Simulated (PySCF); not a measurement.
TaF₄Br, SMILES [F][Ta]([F])([F])([Br])[F], multiplicity 1.

Geometry optimised at PBE-D3(BJ)/def2-SVP. The spin state was assumed, not searched. The def2 effective core potentials stand for the cores of Ta; spin–orbit coupling is left out.

The numbers are results of PBE-D3(BJ)/def2-SVP (PySCF), not measurements.

Frequencies are harmonic and unscaled.

```
mode  ν (cm⁻¹)  IR (km/mol)  Raman (Å⁴/amu)  depolarisation  moving atoms (share of kinetic energy)
----  --------  -----------  --------------  --------------  --------------------------------------
1           13          0.6             0.1            0.73                                 F 100 %
2          117          0.9             1.6            0.75                F 69 %, Br 19 %, Ta 12 %
3          126          1.3             1.7            0.75                F 67 %, Br 20 %, Ta 13 %
4          192          3.8             0.8            0.29                         F 70 %, Br 28 %
5          218         17.1             0.2            0.75                         F 88 %, Ta 12 %
6          247         15.4             0.5            0.75                         F 90 %, Ta 10 %
7          298         38.4             4.2            0.12                Br 48 %, Ta 40 %, F 12 %
8          319          0.0             1.8            0.75                                 F 100 %
9          636          0.5             2.7            0.73                                 F 100 %
10         673        174.6             0.3            0.75                         F 84 %, Ta 16 %
11         682        151.1             0.5            0.75                         F 84 %, Ta 16 %
12         701         54.8            16.3            0.00                                  F 96 %
```
